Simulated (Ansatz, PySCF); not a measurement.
C3H7NSi, SMILES C1[SiH2]C(=N1)C.

The structure is a stationary point at B3LYP-D3(BJ)/def2-SVP. This is a generated structure with no PubChem entry under its InChIKey; it may be hypothetical.

Vertical ionisation energy (IE) and electron affinity (EA) in eV. Rows of orbital energies are one-electron estimates. Where ΔSCF, EOM or ADC give a negative EA the extra electron is unbound and the value depends on the basis.

```csv
level,IE,EA
"−ε(HOMO), −ε(LUMO), HF/def2-TZVP (PySCF)",?,?
"−ε(HOMO), −ε(LUMO), PBE/def2-TZVP (PySCF)",5.41,1.60
"ΔSCF, CAM-B3LYP/def2-SVPD (Ansatz), final states of multiplicity 2 and 2",8.84,-1.32
"ΔSCF, PBE/def2-SVPD (Ansatz), final states of multiplicity 2 and 2",8.57,-1.12
```

Q: Some entries are withheld; supply them. (An estimate is asked for; the answer gives what the named calculation found.)

A: 
- −ε(HOMO), −ε(LUMO), HF/def2-TZVP (PySCF), IE: 10.00
- −ε(HOMO), −ε(LUMO), HF/def2-TZVP (PySCF), EA: -2.67

Q: What vertical singlet–triplet gap does ΔSCF give with CAM-B3LYP/def2-SVPD (Ansatz, a quantum-chemistry and plane-wave program) and with PBE/def2-SVPD (Ansatz)? (Estimate from the structure and the level; the computed values follow.)

A: 3.63 and 3.50 eV (triplet above singlet where positive).
